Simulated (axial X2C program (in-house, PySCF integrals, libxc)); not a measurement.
Spin–orbit effects down a group: molecules with Na (ions), PBE0

All values come from calculations with an in-house all-electron X2C program for linear molecules (integrals from PySCF), spin-free (one-electron X2C) or two-component (2c: spin–orbit coupling with atomic mean-field Coulomb and Gaunt terms, which also bring small scalar terms), in Dyall basis sets with cores contracted in-house; open shells are unrestricted.

Basis sets: Al dyall-av3z, B dyall-av3z, Ga dyall-acv3z, Na dyall-av3z.

| molecule | spin-free state | Re (Å) | ωe (cm⁻¹) | De (eV) | 2c state | Re 2c (Å) | ωe 2c (cm⁻¹) | De 2c (eV) |
| --- | --- | --- | --- | --- | --- | --- | --- | --- |
| NaB⁻ | M_S = 3/2, Λ = 0 | 2.462 | 299.4 | n/a | Ω = 3/2 | 2.462 | 299.4 | n/a |
| NaAl⁻ | M_S = 1/2, Λ = 1 | 3.163 | 153.0 | n/a | Ω = 1/2 | 3.163 | 152.8 | n/a |
| NaGa⁻ | M_S = 1/2, Λ = 1 | 3.146 | 121.7 | 0.86 | Ω = 1/2 | 3.147 | 121.1 | n/a |

Problem. Work out the shifts from the spin-free to the two-component result.

Solution. 

| molecule | 2c state | ΔRe (Å) | Δωe (cm⁻¹) | ΔDe (eV) |
| --- | --- | --- | --- | --- |
| NaB⁻ | Ω = 3/2 | 0.000 | 0.0 | n/a |
| NaAl⁻ | Ω = 1/2 | 0.000 | -0.2 | n/a |
| NaGa⁻ | Ω = 1/2 | 0.001 | -0.6 | n/a |

Shifts of one unit in the last digit are rounding.

Fragments in 2c: Na- + B, Al- + Na, Ga + Na-. Each entry is the lowest single determinant of a limited PBE0 search at one distance. De goes to single-determinant-based atoms at the same level (for ions the charge split of lowest energy) and is withheld (n/a) where an atom does not fit its ground term or J level. Main or longest-lived isotopes. One determinant is a doubtful description, or other states lie close, for NaB⁻, NaAl⁻, NaGa⁻; these need not be ground states, and all values refer to the states named. With several unpaired electrons the Ω given is that of one determinant, not necessarily of the lowest component. The functionals have no current term, which raises determinants with orbital currents. Where the atoms have a lower orbital projection than the molecule, De at mean-field level may be about a tenth of an eV too small.
